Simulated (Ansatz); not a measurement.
Born–Oppenheimer molecular dynamics of H9NO2Si2 (14 atoms, charge 0, multiplicity 1). It starts at the highest image of a converged band. Of that band: Beside the main top the profile has a ripple of under 15 meV (maxima at images 1, 4), which may be a very shallow well or noise. A structure lower than the first end lies on the path between it and the top, so the climb from that side starts below the end, which may itself be a saddle point or a shallow side well. A vibrational analysis at the climbing image gives one clearly imaginary mode, 437i cm⁻¹: a first-order saddle point.

These are results of UKS PBE/def2-SVP (Ansatz 0.2.0), not measurements.

| Item | Value |
| --- | --- |
| ensemble | NVE (velocity Verlet) |
| time step | 0.5 fs |
| steps asked | 200 |
| starting velocities drawn for | 100 K |
| seed | 4079 |

First frame:

```xyz
14
Properties=species:S:1:pos:R:3
Si -1.183 -0.591 -0.392
O -0.867 -1.537 1.254
H -0.936 -1.605 -1.466
H -2.685 -0.664 -0.129
N -1.139 1.131 -0.609
H 0.181 -1.197 1.054
O 0.766 -0.587 0.026
Si 2.063 0.467 0.006
H -1.284 -1.100 2.022
H -2.019 1.631 -0.745
H -0.336 1.637 -0.990
H 1.993 1.345 -1.220
H 2.088 1.368 1.218
H 3.358 -0.299 -0.030
```

Task: How far do the bonds stretch over the last three quarters of this one trajectory? (Pairs bonded in most of those frames.)

Result: 
```json
{"bond": "Si1–H3", "mean (Å)": "1.502", "spread (Å)": "0.007", "shortest": "1.49", "longest": "1.51"}
{"bond": "Si1–H4", "mean (Å)": "1.520", "spread (Å)": "0.039", "shortest": "1.45", "longest": "1.59"}
{"bond": "Si1–N5", "mean (Å)": "1.749", "spread (Å)": "0.010", "shortest": "1.72", "longest": "1.77"}
{"bond": "Si1–O7", "mean (Å)": "1.775", "spread (Å)": "0.080", "shortest": "1.70", "longest": "1.93"}
{"bond": "O2–H6", "mean (Å)": "0.994", "spread (Å)": "0.021", "shortest": "0.97", "longest": "1.04"}
{"bond": "O2–H9", "mean (Å)": "0.977", "spread (Å)": "0.003", "shortest": "0.97", "longest": "0.98"}
{"bond": "N5–H10", "mean (Å)": "1.024", "spread (Å)": "0.013", "shortest": "1.00", "longest": "1.04"}
{"bond": "N5–H11", "mean (Å)": "1.026", "spread (Å)": "0.017", "shortest": "1.00", "longest": "1.05"}
{"bond": "O7–Si8", "mean (Å)": "1.678", "spread (Å)": "0.018", "shortest": "1.65", "longest": "1.71"}
{"bond": "Si8–H12", "mean (Å)": "1.510", "spread (Å)": "0.010", "shortest": "1.49", "longest": "1.53"}
{"bond": "Si8–H13", "mean (Å)": "1.508", "spread (Å)": "0.012", "shortest": "1.49", "longest": "1.53"}
{"bond": "Si8–H14", "mean (Å)": "1.504", "spread (Å)": "0.010", "shortest": "1.49", "longest": "1.52"}
```

Pairs bonded in part of these frames only: Si1–O2 42 %.

Mean temperature of the second half: 312 K. The conserved energy stayed within 0.058 meV per atom of its start (net change 0.017 meV per atom), so the integration is sound. The kinetic energy rose, since the run started high on the potential surface and went downhill. It ends in pieces (H2O + H7NOSi2), so much of that is their flight and rotation, not heat. A run of 0.1 ps of so small a system gives no equilibrium averages. The orbitals were unrestricted but ended closed-shell.

Time of the run: 13 min on 4 threads of Arm Neoverse N1, on a shared host, peak memory 0.23 GiB.
